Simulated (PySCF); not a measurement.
This PySCF input asks for the NMR shieldings of SMILES COB(CC)O, C$_{3}$H$_{9}$BO$_{2}$; the geometry comes from GFN2-xTB.

```python
import basis_set_exchange as bse
import numpy as np
from pyscf import gto, dft
from pyscf.prop import nmr

atoms = """
C     1.900257    1.081434   -0.107894
C     1.503118   -0.390442    0.003746
B    -0.069805   -0.642569    0.132505
O    -0.486000   -1.805954    0.692257
O    -0.910087    0.314106   -0.342275
C    -2.313486    0.211076   -0.307244
H     2.975149    1.182875   -0.244103
H     1.614273    1.620356    0.791651
H     1.394257    1.541885   -0.951592
H     1.864984   -0.917584   -0.882418
H     2.017264   -0.843689    0.852401
H    -1.433634   -1.940060    0.739923
H    -2.680834    0.123796    0.721360
H    -2.715960    1.122800   -0.749798
H    -2.663910   -0.650040   -0.887397
"""
names = dict.fromkeys(["C", "B", "O", "H"], "pcSseg-1")
basis = {el: gto.basis.parse(bse.get_basis(n, elements=[el], fmt="nwchem")) for el, n in names.items()}
mol = gto.M(atom=atoms, basis=basis, charge=0, verbose=0)
mf = dft.RKS(mol, xc="PBE0")
mf.grids.level = 2
mf.grids.alignment = dft.numint.BLKSIZE   # the property module wants whole blocks of grid points
mf.conv_tol = 1e-9
mf.kernel()

calc = nmr.RKS(mf)   # GIAO
C = mf.mo_coeff
Co = C[:, mf.mo_occ > 0]
resp = mf.gen_response(singlet=True, hermi=2)
def vind(x):   # induced exchange potential for any number of trial vectors
    d = np.einsum("pi,xij,qj->xpq", C, 2 * x.reshape(-1, C.shape[1], Co.shape[1]), Co, optimize=True)
    return np.einsum("xpq,pi,qj->xij", resp(d - d.transpose(0, 2, 1)), C, Co, optimize=True).ravel()
mo1, _ = nmr.rhf.solve_mo1(calc, with_cphf=vind)
sigma = calc.kernel(mo1)
for i, s in enumerate(sigma):   # ppm
    print("%2d %-2s %9.2f" % (i, mol.atom_pure_symbol(i), np.trace(s) / 3))
```

Question: Give the expected output.

Answer: 
```
 0 C     176.46
 1 C     176.11
 2 B      70.54
 3 O     221.93
 4 O     241.98
 5 C     136.40
 6 H      30.79
 7 H      31.02
 8 H      30.59
 9 H      30.98
10 H      30.88
11 H      27.77
12 H      28.06
13 H      27.59
14 H      28.07
```

These numbers come from an equivalent density-fitted implementation of the same equations, which agrees with the script to about 0.01 ppm for H and up to a few tenths of a ppm for heavy atoms, so last digits may differ.

Size and cost of the density-fitted run: 147 basis functions, 16 s wall time on 1 thread of an Arm Neoverse V1, shared host; peak memory 0.7 GiB.
